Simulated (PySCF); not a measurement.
Predicted microwave data (PySCF 2.14.0, PBE0-D3(BJ)/def2-SVP geometry optimisation, gas phase) for one isomer of C4H5BO2:

| Property | Result |
| --- | --- |
| Rotational constants | A = 8258, B = 1040, C = 932.2 MHz |
| Dipole components | \|μa\| = 2.07 D, \|μb\| = 0.30 D, \|μc\| = 0.15 D |
| Inertial defect | -5.21 u·Å² |
| κ | -0.97 |

**Question.** Which candidate fits, each taken in the one conformer that was computed?
A. `[CH:1]#[C:2]/[CH:3]=[CH:4]\[B:5]([OH:6])[OH:7]` with C4–B5–O6–H 180°, C4–B5–O7–H 0°
B. `[CH2:1]=[CH:2][C:3]#[C:4][B:5]([OH:6])[OH:7]` with C4–B5–O6–H 180°, C4–B5–O7–H 180°

**Answer.** B. It is C=CC#CB(O)O, a near-prolate asymmetric top, point group C1. The candidates at the same level (rigid rotor, commonest isotopes):

```
       SMILES  A (MHz)  B (MHz)  C (MHz)  μa (D)  μb (D)  μc (D)  Δ (u·Å²)  point group                        rotor
C#C/C=C\B(O)O     5612     1747     1332    1.26    0.49    0.01     -0.02            –               asymmetric top
  C=CC#CB(O)O     8258     1040    932.2    2.07    0.30    0.15     -5.21           C1  near-prolate asymmetric top
```

`C#C/C=C\B(O)O` has B 68 % too high. No structure here is proved a minimum.
